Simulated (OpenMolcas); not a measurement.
# Tm2+: ligand-field states by method

Tm2+ with 6 ligands (bromide) in tetragonal octahedral coordination (D4h) at 2.94 Å, the axial distance 2.734 Å. A charge of +0.667 e stands 2.4 Å behind each ligand. Ligand basis ANO-RCC-VDZP.
```
Tm    0.0000    0.0000    0.0000
Br    2.9400    0.0000    0.0000
Br    0.0000    2.9400    0.0000
Br   -2.9400    0.0000    0.0000
Br    0.0000   -2.9400    0.0000
Br    0.0000    0.0000    2.7342
Br    0.0000    0.0000   -2.7342
```

| Property | Result |
| --- | --- |
| Program | OpenMolcas |
| Basis | ANO-RCC-VDZP [7s6p4d2f1g] |
| Scalar Hamiltonian | DKH2, point nucleus |
| Active space | 13 electrons in 7 orbitals (4f) |
| State averaging | 2S+1 = 2 odd, 7 roots |
| Spin-orbit coupling | state interaction with AMFI integrals over the reference wave functions |

I. CASSCF
II. SS-CASPT2, IPEA 0.25 Eh, imaginary shift 0.1 Eh (closed shells correlated: 5s 5p and the ligand valence shells)

Spin-free states (labels of D4, the rotations of D4h) in cm-1, each column counted from its own energy of the first state listed:

```json
{"State": "2A2", "Degeneracy": "1", "I": "0", "II": "0"}
{"State": "2E", "Degeneracy": "2", "I": "39", "II": "-40"}
{"State": "2B2", "Degeneracy": "1", "I": "78", "II": "130"}
{"State": "2B1", "Degeneracy": "1", "I": "80", "II": "130"}
{"State": "2E", "Degeneracy": "2", "I": "104", "II": "50"}
```

II puts a state of multiplicity 2 lowest, 38 cm-1 below that state.

With spin-orbit coupling the lowest J multiplet is 73 (I), 134 (II) cm-1 wide, a factor of 1.84 from I to II.

χT at 300 K: I 2.57, II 2.56 cm3 K/mol.

Over all roots computed the reference weight is 0.65 in II; a low but even weight reflects the number of correlated electrons. Without dynamic correlation the ligand-field splitting of an f shell can come out too small, at times by half (holds for I). Splittings of an f shell from a small cluster at a set distance can be off by tens of per cent, mostly too small (holds for II). No measured value stands beside these numbers; the geometry is a model, was not optimised and need not be the one that this ion takes.
